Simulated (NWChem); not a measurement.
System: C2H6O2Si; SMILES [SiH3]C(OC)=O

The following NWChem deck was run.

```
start job
memory heap 200 mb stack 900 mb global 1100 mb
geometry units angstroms noautosym nocenter noautoz
  C     -0.395166    -2.306765     0.008533
  O     -0.754155    -0.910163    -0.015620
  C      0.283256    -0.040239    -0.014851
  O      1.446592    -0.386486    -0.000030
  Si    -0.263098     1.807486    -0.001825
  H     -1.339759    -2.850670     0.010378
  H      0.185353    -2.536533     0.905872
  H      0.197034    -2.563825    -0.873645
  H      0.553486     2.514890    -1.016772
  H      0.045070     2.340886     1.348563
  H     -1.708795     1.967060    -0.293996
end
basis spherical
  * library def2-svp
end
dft
  xc b3lyp
  iterations 150
end
property
  efieldgrad
end
task dft property
```

Parts of the log:

```
             Northwest Computational Chemistry Package (NWChem) 7.3.0
             --------------------------------------------------------

                             Geometry "geometry" -> ""
                             -------------------------

 Output coordinates in angstroms (scale by  1.889725989 to convert to a.u.)

  No.       Tag          Charge          X              Y              Z
 ---- ---------------- ---------- -------------- -------------- --------------
    1 C                    6.0000    -0.39516600    -2.30676500     0.00853300
    2 O                    8.0000    -0.75415500    -0.91016300    -0.01562000
    3 C                    6.0000     0.28325600    -0.04023900    -0.01485100
    4 O                    8.0000     1.44659200    -0.38648600    -0.00003000
    5 Si                  14.0000    -0.26309800     1.80748600    -0.00182500
    6 H                    1.0000    -1.33975900    -2.85067000     0.01037800
    7 H                    1.0000     0.18535300    -2.53653300     0.90587200
    8 H                    1.0000     0.19703400    -2.56382500    -0.87364500
    9 H                    1.0000     0.55348600     2.51489000    -1.01677200
   10 H                    1.0000     0.04507000     2.34088600     1.34856300
   11 H                    1.0000    -1.70879500     1.96706000    -0.29399600

 Effective nuclear repulsion energy (a.u.)     224.1028866118

                              NWChem Property Module
                              ----------------------

  itol2e modified to match energy
  convergence criterion.

                                 NWChem DFT Module
                                 -----------------

 Summary of "ao basis" -> "ao basis" (spherical)
 ------------------------------------------------------------------------------
       Tag                 Description            Shells   Functions and Types
 ---------------- ------------------------------  ------  ---------------------
 C                          def2-svp                 6       14   3s2p1d
 O                          def2-svp                 6       14   3s2p1d
 Si                         def2-svp                 8       18   4s3p1d
 H                          def2-svp                 3        5   2s1p

  itol2e modified to match energy
  convergence criterion.

            General Information
            -------------------
          SCF calculation type: DFT
          Wavefunction type:  closed shell.
          No. of atoms     :    11
          No. of electrons :    48
           Alpha electrons :    24
            Beta electrons :    24
          Charge           :     0
          Spin multiplicity:     1
          Use of symmetry is: off; symmetry adaption is: off
          Maximum number of iterations: 150
          AO basis - number of functions:   104
                     number of shells:    50
          Convergence on energy requested:  1.00D-07
          Convergence on density requested:  1.00D-05
          Convergence on gradient requested:  5.00D-04

              XC Information
              --------------
                         B3LYP Method XC Potential
                     Hartree-Fock (Exact) Exchange  0.200
                        Slater Exchange Functional  0.800 local
                    Becke 1988 Exchange Functional  0.720 non-local
              Lee-Yang-Parr Correlation Functional  0.810
                  VWN I RPA Correlation Functional  0.190 local

[...]

          -----------------------
          Electric field gradient
          -----------------------

 1 a.u. = 0.324123 10**(16) esu/cm**3  ( or statvolts/cm**2 ) = 0.97174 10**(22) v/m**2

 ------------------------------------------------------------
   Atom      X         Y         Z
 ------------------------------------------------------------
    1 C   -0.74676  -4.35915   0.01613
 ------------------------------------------------------------

 Electric field gradient in molecular frame (a.u.)
         XX             YY             ZZ             XY             XZ             YZ
 ------------------------------------------------------------------------------------------
        0.195160      -0.401668       0.206509       0.126198      -0.001852       0.010252

 Principal components (a.u.) and orientation
 of principal axis w.r.t. absolute frame                      Asymmetry parameter eta
 --------------------------------------------------------------------------------------
       -0.427427       0.220751       0.206676                       0.032928

       -0.198680       0.979886      -0.018707
        0.979927       0.198936       0.012968
       -0.016428       0.015755       0.999741

 ------------------------------------------------------------
   Atom      X         Y         Z
 ------------------------------------------------------------
    2 O   -1.42515  -1.71996  -0.02952
 ------------------------------------------------------------

 Electric field gradient in molecular frame (a.u.)
         XX             YY             ZZ             XY             XZ             YZ
 ------------------------------------------------------------------------------------------
        0.387023      -1.438340       1.051317      -0.502119       0.003531       0.026944

 Principal components (a.u.) and orientation
 of principal axis w.r.t. absolute frame                      Asymmetry parameter eta
 --------------------------------------------------------------------------------------
       -1.567623       1.051615       0.516008                       0.341669

        0.248811      -0.003377       0.968546
        0.968497       0.011501      -0.248758
       -0.010299       0.999928       0.006133

 ------------------------------------------------------------
   Atom      X         Y         Z
 ------------------------------------------------------------
    3 C    0.53528  -0.07604  -0.02806
 ------------------------------------------------------------

 Electric field gradient in molecular frame (a.u.)
         XX             YY             ZZ             XY             XZ             YZ
 ------------------------------------------------------------------------------------------
        0.124389       0.250244      -0.374633      -0.209532       0.005647      -0.005915

 Principal components (a.u.) and orientation
 of principal axis w.r.t. absolute frame                      Asymmetry parameter eta
 --------------------------------------------------------------------------------------
        0.406179      -0.374720      -0.031458                       0.845101

       -0.596798      -0.008544       0.802346
        0.802324       0.006600       0.596852
       -0.010395       0.999942       0.002916

 ------------------------------------------------------------
   Atom      X         Y         Z
 ------------------------------------------------------------
    4 O    2.73366  -0.73035  -0.00006
 ------------------------------------------------------------

 Electric field gradient in molecular frame (a.u.)
         XX             YY             ZZ             XY             XZ             YZ
 ------------------------------------------------------------------------------------------
       -0.416532       1.343803      -0.927271       0.569390      -0.003707      -0.027428

 Principal components (a.u.) and orientation
 of principal axis w.r.t. absolute frame                      Asymmetry parameter eta
 --------------------------------------------------------------------------------------
        1.512226      -0.927630      -0.584597                       0.226840

        0.283133      -0.008601       0.959042
        0.959015       0.014230      -0.282998
       -0.011213       0.999862       0.012278

 ------------------------------------------------------------
   Atom      X         Y         Z
 ------------------------------------------------------------
    5 Si  -0.49718   3.41565  -0.00345
 ------------------------------------------------------------

 Electric field gradient in molecular frame (a.u.)
         XX             YY             ZZ             XY             XZ             YZ
 ------------------------------------------------------------------------------------------
        0.066467      -0.162269       0.095802       0.077650      -0.005464      -0.000356

 Principal components (a.u.) and orientation
 of principal axis w.r.t. absolute frame                      Asymmetry parameter eta
 --------------------------------------------------------------------------------------
       -0.186144       0.099061       0.087083                       0.064348

       -0.293907      -0.499265       0.815079
        0.955824      -0.149511       0.253076
       -0.004489       0.853452       0.521151

 ------------------------------------------------------------
   Atom      X         Y         Z
 ------------------------------------------------------------
    6 H   -2.53178  -5.38699   0.01961
 ------------------------------------------------------------

 Electric field gradient in molecular frame (a.u.)
         XX             YY             ZZ             XY             XZ             YZ
 ------------------------------------------------------------------------------------------
       -0.190637       0.027707       0.162930      -0.196562       0.000595       0.000710

[...]
```

Level: B3LYP/def2-SVP. Coordinates come from a B3LYP/6-31G* (spherical d) optimisation. NWChem prints the field gradient with the sign opposite to the second derivative of the potential.
